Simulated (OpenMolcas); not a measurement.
Pt2+ with 6 ligands (chloride) in octahedral coordination (Oh). A charge of +0.667 e stands 2.4 Å behind each ligand. Ligand basis ANO-RCC-VDZP.

```json
{
  "Program": "OpenMolcas 26.06",
  "Method": "CASSCF",
  "Basis": "ANO-RCC-VDZP [7s6p4d2f]",
  "Scalar Hamiltonian": "DKH2, point nucleus",
  "Active space": "8 electrons in 5 orbitals (5d)",
  "State averaging": "2S+1 = 3 even, 10 roots; 2S+1 = 1 even, 15 roots",
  "Spin-orbit coupling": "RASSI with atomic mean-field integrals over the reference wave functions"
}
```

All ligands move together. At R = 2.56 Å the first state of the same spin is 10034 cm-1, and at R = 2.64 Å it is 8247 cm-1.

Q: A third run gives 12217 cm-1. What distance was it run at?

A: With a power law R^-n the two known points give n = -ln(8247 / 10034) / ln(2.64 / 2.56) = 6.37. Then R = 2.56 × (10034 / 12217)^(1/6.37) = 2.482 Å. The run was at 2.48 Å, so the estimate is off by +0.002 Å.

Without dynamic correlation the repulsion within the d shell is too large (B by tens of per cent), so at a given field states of lower spin stand too high. Real 4d8 and 5d8 ions are as a rule square planar and diamagnetic. With metal d orbitals alone the field can be off either way by tens of per cent. Ligand-to-metal charge-transfer states are missing. With no ligand orbital active B as a rule stays too high, so bands that hang on it stand too high and its fall with covalency is understated. The least metal-like active orbital is 81 % on the metal (Löwdin) and no ligand orbital is active, so the numbers are rough (holds for R = 2.48). The least metal-like active orbital is 83 % on the metal (Löwdin) and no ligand orbital is active, so the numbers are rough (holds for R = 2.56). No measured value stands beside these numbers; the geometry was imposed, not optimised, and the real ion may take another.
